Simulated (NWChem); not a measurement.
System: CH$_{3}$FO$_{3}$Si; SMILES O(C=O)[Si@H](F)O

Excerpt of the output:

```
             Northwest Computational Chemistry Package (NWChem) 7.3.0
             --------------------------------------------------------

                             Geometry "geometry" -> ""
                             -------------------------

 Output coordinates in angstroms (scale by  1.889725989 to convert to a.u.)

  No.       Tag          Charge          X              Y              Z
 ---- ---------------- ---------- -------------- -------------- --------------
    1 O                    8.0000    -0.37970700    -1.88100600     0.84890000
    2 C                    6.0000     0.63518800    -1.69789400     0.23043700
    3 O                    8.0000     0.93593700    -0.58935000    -0.43596100
    4 Si                  14.0000    -0.06866400     0.78846000    -0.48904600
    5 O                    8.0000    -1.62245600     0.35800200    -0.27193500
    6 F                    9.0000     0.47865700     1.73679500     0.69216600
    7 H                    1.0000     1.44489400    -2.45049600     0.14460700
    8 H                    1.0000     0.15567900     1.45378200    -1.77685900
    9 H                    1.0000    -1.70954300    -0.41655200     0.30899300

 Effective nuclear repulsion energy (a.u.)     321.8219498022

  xc_inp: hfexch multiplicative factor not found.
                              NWChem Property Module
                              ----------------------

  itol2e modified to match energy
  convergence criterion.

                                 NWChem DFT Module
                                 -----------------

 Summary of "ao basis" -> "ao basis" (spherical)
 ------------------------------------------------------------------------------
       Tag                 Description            Shells   Functions and Types
 ---------------- ------------------------------  ------  ---------------------
 O                           6-31g*                  6       14   3s2p1d
 C                           6-31g*                  6       14   3s2p1d
 Si                          6-31g*                  8       18   4s3p1d
 F                           6-31g*                  6       14   3s2p1d
 H                           6-31g*                  2        2   2s

  itol2e modified to match energy
  convergence criterion.

[...]

          -----------------------------------------
          Chemical Shielding Tensors (GIAO, in ppm)
          -----------------------------------------

                                NWChem CPHF Module
                                ------------------

  scftype          =     RHF
  nclosed          =       28
  nopen            =        0
  variables        =     1848
  # of vectors     =        3
  tolerance        = 0.10D-03
  level shift      = 0.00D+00
  max iterations   =       50
  max subspace     =       30

 SCF residual:    1.5447582838985506E-005

Iterative solution of linear equations
  No. of variables     1848
  No. of equations        3
  Maximum subspace       30
        Iterations       50
       Convergence  1.0D-04

   iter   nsub   residual    time
   ----  ------  --------  ---------
     1      3    1.33D+00      21.8
     2      6    3.53D-01      23.5
     3      9    8.21D-02      25.1
     4     12    1.64D-02      26.8
     5     15    1.97D-03      28.5
     6     18    2.39D-04      30.2
     7     21    3.92D-05      31.9

      Atom:    1  O
        Diamagnetic
    405.6365      4.2874    -11.5856
      4.2874    391.0614     -4.1775
    -11.5856     -4.1775    394.7643

        Paramagnetic
   -495.2644     38.2211    207.1744
     38.2211   -576.2846    207.2908
    207.1744    207.2908   -287.4944

        Total Shielding Tensor
    -89.6279     42.5084    195.5889
     42.5084   -185.2232    203.1133
    195.5889    203.1133    107.2699

           isotropic =     -55.8604
          anisotropy =    -377.2559

          Principal Components and Axis System
                 1           2           3
             -307.3643    306.7872   -167.0041

      1         0.3300      0.4422      0.8340
      2         0.7769      0.3746     -0.5061
      3        -0.5362      0.8149     -0.2199

      Atom:    2  C
        Diamagnetic
    248.3841      2.9774    -11.3971
      2.9774    254.3417    -12.8327
    -11.3971    -12.8327    240.6933

        Paramagnetic
   -173.7222     32.6855     11.2866
     32.6855   -289.8022     58.1214
     11.2866     58.1214   -155.5092

        Total Shielding Tensor
     74.6619     35.6630     -0.1104
     35.6630    -35.4605     45.2887
     -0.1104     45.2887     85.1840

           isotropic =      41.4618
          anisotropy =      96.1970

          Principal Components and Axis System
                 1           2           3
              105.5932     77.9801    -59.1878

      1         0.4265      0.8702     -0.2466
      2         0.3725      0.0795      0.9246
      3         0.8242     -0.4862     -0.2902

      Atom:    3  O
        Diamagnetic
    394.2336     -6.0032     -2.2609
     -6.0032    413.0776     -9.6597
     -2.2609     -9.6597    390.2333

        Paramagnetic
   -334.0247     29.9576     80.0900
     29.9576   -186.1424     -3.5669
     80.0900     -3.5669   -192.5034

        Total Shielding Tensor
     60.2088     23.9544     77.8291
     23.9544    226.9352    -13.2266
     77.8291    -13.2266    197.7300

           isotropic =     161.6247
          anisotropy =     108.7986

          Principal Components and Axis System
                 1           2           3
              234.1571    229.2215     21.4954

      1         0.2898      0.3169      0.9031
      2        -0.5156      0.8466     -0.1316
      3         0.8063      0.4275     -0.4087

      Atom:    4  Si
        Diamagnetic
    877.6041     -0.9226      1.4344
     -0.9226    878.6360      2.2457
      1.4344      2.2457    872.0334

[...]
```

Level: Hartree-Fock/6-31G* (spherical d), GIAO. All runs use the structure optimised with PBE0/def2-SVP. NWChem prints the field gradient with the sign opposite to the second derivative of the potential. The printed shielding anisotropy is the first printed principal value minus the mean of the other two.

### Question
Reconstruct the input file.

### Answer
Several could match; the one computed here: the input that was run:
```
start job
memory heap 200 mb stack 900 mb global 1100 mb
geometry units angstroms noautosym nocenter noautoz
  O     -0.379707    -1.881006     0.848900
  C      0.635188    -1.697894     0.230437
  O      0.935937    -0.589350    -0.435961
  Si    -0.068664     0.788460    -0.489046
  O     -1.622456     0.358002    -0.271935
  F      0.478657     1.736795     0.692166
  H      1.444894    -2.450496     0.144607
  H      0.155679     1.453782    -1.776859
  H     -1.709543    -0.416552     0.308993
end
basis spherical
  * library 6-31g*
end
dft
  xc hfexch
  iterations 150
end
property
  shielding
  efieldgrad
end
task dft property
```
